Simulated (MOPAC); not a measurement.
MOPAC input (PM6):

```
PM6 PRECISE GNORM=0.05 LET XYZ CHARGE=1 GEO-OK AUX(PRECISION=9) THREADS=1
CH8NSi

C    -1.60188500 1   -0.38191400 1    0.48038000 1
N    -0.52759800 1    0.62498900 1    0.14812700 1
Si    1.13232600 1   -0.13505600 1   -0.33412300 1
H    -1.26228300 1   -0.98753900 1    1.31650100 1
H    -1.76869200 1   -1.01048100 1   -0.39041700 1
H    -2.51747800 1    0.14034600 1    0.74499900 1
H    -0.85875300 1    1.22719000 1   -0.60910500 1
H    -0.39670200 1    1.24812300 1    0.94830300 1
H     1.97647600 1    1.03623900 1   -0.60030900 1
H     0.78762900 1   -0.93921700 1   -1.51236000 1
H     1.49173800 1   -0.90731800 1    0.86093700 1
```

From the output:

```
                                                       MOPAC v23.2.5 Linux

          FINAL HEAT OF FORMATION =        141.23673 KCAL/MOL =     590.93448 KJ/MOL

          COSMO AREA              =        115.41 SQUARE ANGSTROMS
          COSMO VOLUME            =        104.27 CUBIC ANGSTROMS

          GRADIENT NORM           =          0.01154          =       0.00348 PER ATOM
          IONIZATION POTENTIAL    =         16.171697 EV
          HOMO LUMO ENERGIES (EV) =        -16.172 -4.906
          NO. OF FILLED LEVELS    =         10
          MOLECULAR WEIGHT        =         62.1664         POINT GROUP:  Cs

          MOLECULAR DIMENSIONS (Angstroms)

            Atom       Atom       Distance
            H     9    H     6     4.82241
            H     8    H    10     3.29680
            H     7    H    11     3.22417

          SCF CALCULATIONS        =         28

   ATOM   CHEMICAL          X               Y               Z
  NUMBER   SYMBOL      (ANGSTROMS)     (ANGSTROMS)     (ANGSTROMS)

     1       C         -1.60211464  *  -0.36842092  *   0.48026707  *
     2       N         -0.54151494  *   0.65468538  *   0.15185630  *
     3      Si          1.17124158  *  -0.16236044  *  -0.34529939  *
     4       H         -1.30448018  *  -1.01125805  *   1.33566164  *
     5       H         -1.81433405  *  -1.03435665  *  -0.38288007  *
     6       H         -2.56719327  *   0.10287393  *   0.76024971  *
     7       H         -0.91259109  *   1.27196471  *  -0.60841974  *
     8       H         -0.44253131  *   1.29325841  *   0.97598208  *
     9       H          1.96165855  *   1.05435629  *  -0.59615952  *
    10       H          0.83459859  *  -0.95739559  *  -1.53585117  *
    11       H          1.54405460  *  -0.92524935  *   0.85545115  *

                             CARTESIAN COORDINATES

   1    C       -1.602114638    -0.368420921     0.480267073
   2    N       -0.541514936     0.654685383     0.151856298
   3   Si        1.171241582    -0.162360441    -0.345299388
   4    H       -1.304480180    -1.011258054     1.335661640
   5    H       -1.814334045    -1.034356654    -0.382880075
   6    H       -2.567193273     0.102873928     0.760249711
   7    H       -0.912591090     1.271964715    -0.608419736
   8    H       -0.442531307     1.293258409     0.975982076
   9    H        1.961658547     1.054356294    -0.596159518
  10    H        0.834598595    -0.957395593    -1.535851174
  11    H        1.544054599    -0.925249352     0.855451152

           Empirical Formula: C H8 N Si  =    11 atoms

      MOLECULAR POINT GROUP   :   Cs

                  EIGENVALUES
 -37.92010 -29.21805 -23.64315 -23.48597 -21.71477 -19.84109 -18.48334 -17.60163
 -16.17652 -16.17170  -4.90621  -3.71596  -3.63783  -3.53565  -3.32973  -3.27906
  -2.15855  -0.87992  -0.47930  -0.32187   0.08450   0.11008   0.26426   0.40742
   1.03581

              NET ATOMIC CHARGES AND DIPOLE CONTRIBUTIONS

  ATOM NO.   TYPE          CHARGE      No. of ELECS.   s-Pop       p-Pop       d-Pop
    1          C          -0.420178        4.4202     1.10462     3.31556
    2          N          -0.252135        5.2521     1.47072     3.78141
    3         Si           0.600068        3.3999     1.20205     1.67929     0.51860
    4          H           0.207649        0.7924     0.79235
    5          H           0.207649        0.7924     0.79235
    6          H           0.202349        0.7977     0.79765
    7          H           0.256877        0.7431     0.74312
    8          H           0.256877        0.7431     0.74312
    9          H          -0.018492        1.0185     1.01849
   10          H          -0.020331        1.0203     1.02033
   11          H          -0.020332        1.0203     1.02033
 DIPOLE           X         Y         Z       TOTAL
 POINT-CHG.    -0.678     0.799     0.190     1.065
 HYBRID        -0.693     0.622     0.197     0.952
 SUM           -1.371     1.421     0.388     2.012

          ATOMIC ORBITAL ELECTRON POPULATIONS

     Atom    s        px        py        pz      x^2-y^2     xz        z^2       yz        xy
    1  C   1.10462   1.03988   1.05910   1.21659
    2  N   1.47072   1.32802   1.21831   1.23509
    3 Si   1.20205   0.35865   0.64573   0.67491   0.04781   0.05169   0.11064   0.17387   0.13459
    4  H   0.79235
    5  H   0.79235
    6  H   0.79765
    7  H   0.74312
    8  H   0.74312
    9  H   1.01849
   10  H   1.02033
   11  H   1.02033

 **********************
 *                    *
 * JOB ENDED NORMALLY *
 *                    *
 **********************

 == MOPAC DONE ==
```

The dipole moment of an ion depends on the origin.

The geometry given is a B3LYP-D3(BJ)/def2-TZVP minimum.
